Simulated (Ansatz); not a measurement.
The first iterations of a band of C2H3 + FH3Si (10 atoms, charge 0, multiplicity 2).

The calculation used UKS BLYP-D4/6-31G* in Ansatz.

```
movable images  : 4
climbing image  : no
spring          : 5.0 eV/Å²
optimiser       : quadratic models (default)
start path      : through a guess of the saddle point
force threshold : 0.05 eV/Å
iteration limit : 60
end points      : relaxed
```

Image 0:

```xyz
10
Properties=species:S:1:pos:R:3
H 1.092 -0.153 0.975
Si 1.740 -1.017 -0.054
F 0.752 -1.144 -1.349
C -1.365 1.138 0.878
C -1.723 0.832 -0.354
H 1.985 -2.384 0.501
H 3.036 -0.413 -0.494
H -1.747 1.745 1.700
H -1.127 0.166 -0.990
H -2.645 1.230 -0.813
```

Image 5:

```xyz
10
Properties=species:S:1:pos:R:3
H -1.202 -0.493 1.236
Si 1.594 -0.776 0.057
F 0.524 -1.830 -0.599
C -1.017 0.505 0.831
C -1.272 0.799 -0.461
H 2.837 -1.579 0.386
H 1.954 0.270 -0.967
H -0.687 1.266 1.544
H -1.611 0.034 -1.164
H -1.120 1.804 -0.864
```

| iteration | highest image above the first end (eV) | largest band force component (eV/Å) |
| --- | --- | --- |
| 1 | 1.296 | 11.225 |
| 2 | 0.125 | 2.105 |
| 3 | 0.094 | 1.222 |
| 4 | 0.161 | 1.329 |
| 5 | 0.069 | 0.716 |
| 6 | 0.066 | 0.420 |
| 7 | 0.065 | 0.183 |

Does the band converge within its limit, and where does its top end?

The forces met the threshold. It ended after 23 iterations with the highest image 0.009 eV above the first end. No image climbed, so the highest image needn't sit at the top of the path. A band with more images between the same ends climbed to 0.08 eV, so this one has probably stepped over the top.

Time of the run: 110 s on 2 threads of Intel(R) Xeon(R) Platinum 8488C (Sapphire Rapids) (shared host), peak memory 0.19 GiB.
